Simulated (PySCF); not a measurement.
**Electron correlation in Co⁺ (cobalt, charge +1)**

[Ar] 3d7 4s1, high-spin 5F determinant (an excited configuration). Computed with PySCF 2.14 in x2c-QZVPPall with one added diffuse shell each of s, p, d, f, g type (12s8p6d5f3g, 128 functions), with the spin-free X2C one-electron Hamiltonian (Gaussian nucleus). Frozen: [Ne]; 16 electrons correlated.

MP2 pair energies summed by pair of shells (mhartree):

```tsv
pair	energy	share (%)
3p-3d	-200.09	35.6
3d-3d	-195.78	34.8
3p-3p	-58.51	10.4
3s-3d	-41.58	7.4
3s-3p	-29.49	5.2
3d-4s	-23.36	4.2
3p-4s	-7.85	1.4
3s-3s	-4.54	0.8
3s-4s	-0.69	0.1
```

Total MP2 correlation energy: -561.91 mhartree.

Same-spin part -188.92 and opposite-spin part -372.99 mhartree; SCS-MP2 scales them by 1/3 and 6/5 to -510.56 mhartree.

This basis was not built for core-valence correlation, so the inner-shell part is incomplete.
